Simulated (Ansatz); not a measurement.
Ansatz (a program for electronic structure) input (CCSD(T)/def2-SVPD):

Ansatz 0.2 input:
```yaml
crystal:
  periodic: [false, false, false]
  atoms:
    - {symbol: Au, position_ang: [-0.00000000, -0.00000000, -0.39913160]}
    - {symbol: Cl, position_ang: [0.00000000, 0.00000000, 1.85478802]}
basis:
  gaussian:
    orbitals: def2-SVPD
magnetization: {spin_polarized: false}
correlation: {method: ccsd_t, electrons: outside_noble_gas}
output: {forces: true}
```

End of the output:

```
integrals: 0.03 GiB planned
572 factors; integrals over basis functions are off by at most 6.8e-4 eV
mean field: 0.14 GiB planned
mean field evaluation 1: about -16167.3166 eV, gradient 1.6e1 eV
mean field evaluation 2: about -16167.4729 eV, gradient 1.7e1 eV
mean field evaluation 4: about -16168.1618 eV, gradient 1.7e0 eV
mean field evaluation 8: about -16168.1989 eV, gradient 3.1e-1 eV
mean field evaluation 16: about -16168.2009 eV, gradient 2.8e-6 eV
mean field -16168.20092692 eV, -594.1704248640 hartree, gradient 2.8e-6 eV, S^2 0.000000; 0 other end points of the search recorded, 0 dependent functions left out
9 core orbitals not correlated
reference -16168.20092692 eV, -594.1704248640 hartree; 9, 9 occupied and 44, 44 virtual orbitals, 572 factors
densities: 0.14 GiB planned
second order -11.11229807 eV of doubles, -0.00000000 eV of singles
coupled cluster: 0.11 GiB planned
cycle   1  -10.78177619 eV  change    3.3e-1 eV  update   1.0e-1
cycle   2  -11.03972205 eV  change   -2.6e-1 eV  update   3.3e-2
cycle   3  -11.11163210 eV  change   -7.2e-2 eV  update   3.0e-2
cycle   4  -11.10801317 eV  change    3.6e-3 eV  update   1.4e-2
cycle   5  -11.10259563 eV  change    5.4e-3 eV  update   6.9e-3
cycle   6  -11.10838758 eV  change   -5.8e-3 eV  update   2.7e-3
cycle   7  -11.10857934 eV  change   -1.9e-4 eV  update   1.2e-3
cycle   8  -11.10795247 eV  change    6.3e-4 eV  update   4.2e-4
cycle   9  -11.10813140 eV  change   -1.8e-4 eV  update   1.7e-4
cycle  10  -11.10810322 eV  change    2.8e-5 eV  update   5.3e-5
cycle  11  -11.10808355 eV  change    2.0e-5 eV  update   2.2e-5
cycle  12  -11.10810234 eV  change   -1.9e-5 eV  update   6.5e-6
cycle  13  -11.10810356 eV  change   -1.2e-6 eV  update   2.3e-6
perturbative correction -0.30310320 eV, -0.0111388370 hartree
the calculation of the forces begins
Total energy: -16179.61213368 eV, -594.5897789776 hartree
Atom 0 at    -0.000000    -0.000000    -0.399132 Å, force     0.000000     0.000000    -0.492538 eV/Å
Atom 1 at     0.000000     0.000000     1.854788 Å, force    -0.000000     0.000000     0.492538 eV/Å
Dipole moment:    -0.000000     0.000000    -0.876305 e Å
```
